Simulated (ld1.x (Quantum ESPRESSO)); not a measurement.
Configuration tests for Ge (Z = 32) (RRKJ)

```json
{
 "Element": "germanium (Ge)",
 "Generator": "ld1.x (Quantum ESPRESSO) 7.5",
 "Type": "norm-conserving RRKJ (Kleinman–Bylander form)",
 "Functional": "PBE",
 "Relativity": "scalar-relativistic",
 "Frozen core": "[Ar]",
 "Valence charge": "14",
 "Reference configuration": "3d10 4s2 4p2",
 "Partial waves": "4p (bound): rc 2.30 bohr; 3d (bound): rc 1.00 bohr; 4s (bound): rc 1.70 bohr",
 "Local potential": "the s channel",
 "Core correction": "none",
 "rho0": "0.01"
}
```

Energies are relative to the spin-unpolarised reference configuration 3d10 4s2 4p2; without spin polarisation the order of configurations can differ from experiment.

```json
{"valence configuration": "3d10 4s1 4p0", "charge": "+3", "ΔE all-electron (eV)": "57.674", "error AE − PS (meV)": "+57"}
{"valence configuration": "3d10 4s1 4p2", "charge": "+1", "ΔE all-electron (eV)": "16.160", "error AE − PS (meV)": "-1.1"}
{"valence configuration": "3d10 4s1 4p3", "charge": "0", "ΔE all-electron (eV)": "7.972", "error AE − PS (meV)": "-2.5"}
{"valence configuration": "3d10 4s0 4p4", "charge": "0", "ΔE all-electron (eV)": "16.195", "error AE − PS (meV)": "-9.5"}
{"valence configuration": "3d9 4s2 4p3", "charge": "0", "ΔE all-electron (eV)": "29.627", "error AE − PS (meV)": "-801"}
```

Question: What are ΔE and the potential's error for 3d10 4s2 4p0?

Answer: ΔE = 22.883 eV all-electron; the error (AE − PS) is +6.7 meV.

Question: What are ΔE and the potential's error for 3d10 4s2 4p1?

Answer: ΔE = 7.444 eV all-electron; the error (AE − PS) is -0.3 meV.

Levels in the configuration 3d9 4s2 4p3:

```
level  all-electron (eV)  pseudo (eV)
   3d            -39.119      -40.713
   4s            -14.034      -14.075
   4p             -5.166       -5.120
```
